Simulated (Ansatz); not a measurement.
Reaction (ligand exchange at a Ga–S bond): `C[S][GaH2]` + `BO` → `B[O][GaH2]` + CH₃SH

Isolated molecules relaxed with PBE0-D4/def2-TZVP in Ansatz; ΔE leaves out vibrations. CCSD(T)/CBS adds triple-zeta CCSD(T) − MP2 to the extrapolated MP2 energy (def2 sets, frozen cores). This one scheme is used for every species. For Ga outer-core shells are correlated without core-valence functions, which leaves a few kJ/mol of doubt a bond. Scalar relativity is left out up to krypton.

```csv
species,CCSD(T)/CBS(def2) energy (Eh)
`C[S][GaH2]`,-2362.79177
`BO`,-101.80414
`B[O][GaH2]`,-2026.35181
CH₃SH,-438.22835
```

Question: Work out ΔE.

Answer: ΔE = (-2026.35181) + (-438.22835) − (-2362.79177) − (-101.80414) = 0.01575 Eh = +41.4 kJ/mol.

Largest T1 diagnostic among the species: 0.016.

At CCSD(T), def2-SVP lies −8.7 kJ/mol from the extrapolated value and def2-TZVPP −7.0 kJ/mol. The D4 term adds +3.7 kJ/mol with B3LYP and +1.9 kJ/mol with PBE0; it sums over pairs of atoms, weighted by their polarisabilities, and B3LYP, whose exchange is more repulsive, gets the larger term. Leaving LDA and LC-ωPBE aside and taking each functional with its dispersion term where it has one, the values, not all of them listed here, spread over 16.4 kJ/mol, from CAM-B3LYP-D4 to PBE-D4. LDA lies +3.8 kJ/mol from PBE without D4.

B3LYP here is the variant with VWN-RPA as its local correlation; programs differ in this.
